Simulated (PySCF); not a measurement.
# Orbital picture of TlSb

PBE0 at R = 3.025 Å; Tl def2-SVP with ECP60, Sb def2-SVP with ECP28; scalar-relativistic core potentials (PySCF 2.14). State: ³Σ⁻ (triplet), unpaired electrons π ↑↑. Only the outer orbitals are listed, counted within each symmetry, core potentials removing the inner ones.

```tsv
spin	orbital	occ.	ε (eV)	on Tl (%)	main shells (%)
α	7σ	1	-14.32	10	89 Sb s
α	8σ	1	-10.59	86	86 Tl s
α	5π	1	-5.83	7	93 Sb p
α	5π	1	-5.83	7	93 Sb p
α	9σ	1	-5.26	32	67 Sb p, 26 Tl p
α	6π	0	-1.70	93	93 Tl p
α	6π	0	-1.70	93	93 Tl p
α	10σ	0	0.06	81	82 Tl p, 22 Sb p
β	7σ	1	-12.77	23	77 Sb s, 19 Tl s
β	8σ	1	-10.31	76	76 Tl s, 19 Sb s
β	9σ	1	-4.78	39	60 Sb p, 34 Tl p
β	5π	0	-2.75	38	62 Sb p, 38 Tl p
β	5π	0	-2.75	38	62 Sb p, 38 Tl p
β	6π	0	-1.19	62	62 Tl p, 37 Sb p
```

Question: Which are the highest filled and the lowest empty level, where do they sit, and how wide is the gap?

Answer: Highest filled β 9σ at -4.78 eV (in %: 60 Sb p, 34 Tl p); lowest empty β 5π at -2.75 eV (in %: 62 Sb p, 38 Tl p); the gap at PBE0 is 2.03 eV.

| Property | Result |
| --- | --- |
| bond order (Mayer) | 1.09 |
| ⟨S²⟩ | 2.009 |
| charge on Tl (Mulliken, basis-dependent) | 0.24 |
| charge on Tl (Löwdin, basis-dependent) | 0.11 |
| dipole moment (positive dipole means Tl(−)Sb(+)) | -2.77 D |
| polarisability along the bond | 161.0 bohr³ |
| polarisability across the bond | 50.9 bohr³ |

These are scalar-relativistic numbers at best; spin–orbit coupling would shift them, the dissociation energy most. The state is the lowest determinant that a PBE0 search found; another state may lie lower at other levels.
